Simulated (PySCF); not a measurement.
**Successive ionisation energies of platinum**

Calculated with PySCF 2.14, two-component X2C-1e (Gaussian nucleus, no Breit or QED terms), each ion in its own even-tempered basis; GMP2 freezes the deep shells of the larger ions and drops the highest virtual spinors; eV.

```json
{"ion": "Pt³²⁺", "configuration": "[Kr] 4d10", "GHF (screened spin-orbit)": "1400.8", "GMP2 (screened spin-orbit)": "1401.2", "NIST": "1402 ± 4", "kind": "theoretical"}
{"ion": "Pt³³⁺", "configuration": "[Kr] 4d9", "GHF (screened spin-orbit)": "1452.5", "GMP2 (screened spin-orbit)": "1452.9", "NIST": "1454 ± 5", "kind": "theoretical"}
{"ion": "Pt³⁴⁺", "configuration": "[Kr] 4d8", "GHF (screened spin-orbit)": "1507.8", "GMP2 (screened spin-orbit)": "1508.2", "NIST": "1509 ± 5", "kind": "theoretical"}
{"ion": "Pt³⁵⁺", "configuration": "[Kr] 4d7", "GHF (screened spin-orbit)": "1566.8", "GMP2 (screened spin-orbit)": "1566.8", "NIST": "1567 ± 5", "kind": "theoretical"}
{"ion": "Pt³⁶⁺", "configuration": "[Kr] 4d6", "GHF (screened spin-orbit)": "1623.6", "GMP2 (screened spin-orbit)": "1623.4", "NIST": "1624 ± 5", "kind": "theoretical"}
{"ion": "Pt³⁷⁺", "configuration": "[Kr] 4d5", "GHF (screened spin-orbit)": "1679.7", "GMP2 (screened spin-orbit)": "1679.5", "NIST": "1680 ± 4", "kind": "theoretical"}
{"ion": "Pt³⁸⁺", "configuration": "[Kr] 4d4", "GHF (screened spin-orbit)": "1763.9", "GMP2 (screened spin-orbit)": "1764.4", "NIST": "1763 ± 4", "kind": "theoretical"}
{"ion": "Pt³⁹⁺", "configuration": "[Kr] 4d3", "GHF (screened spin-orbit)": "1821.6", "GMP2 (screened spin-orbit)": "1822.1", "NIST": "1821 ± 4", "kind": "theoretical"}
{"ion": "Pt⁴⁰⁺", "configuration": "[Kr] 4d2", "GHF (screened spin-orbit)": "1884.4", "GMP2 (screened spin-orbit)": "1884.4", "NIST": "1883 ± 4", "kind": "theoretical"}
{"ion": "Pt⁴¹⁺", "configuration": "[Kr] 4d1", "GHF (screened spin-orbit)": "1942.5", "GMP2 (screened spin-orbit)": "1942.6", "NIST": "1941 ± 4", "kind": "theoretical"}
{"ion": "Pt⁴²⁺", "configuration": "[Kr]", "GHF (screened spin-orbit)": "2165.2", "GMP2 (screened spin-orbit)": "2166.7", "NIST": "2171 ± 4", "kind": "theoretical"}
{"ion": "Pt⁴³⁺", "configuration": "[Ar] 3d10 4s2 4p5", "GHF (screened spin-orbit)": "2222.2", "GMP2 (screened spin-orbit)": "2223.6", "NIST": "2228 ± 4", "kind": "theoretical"}
```
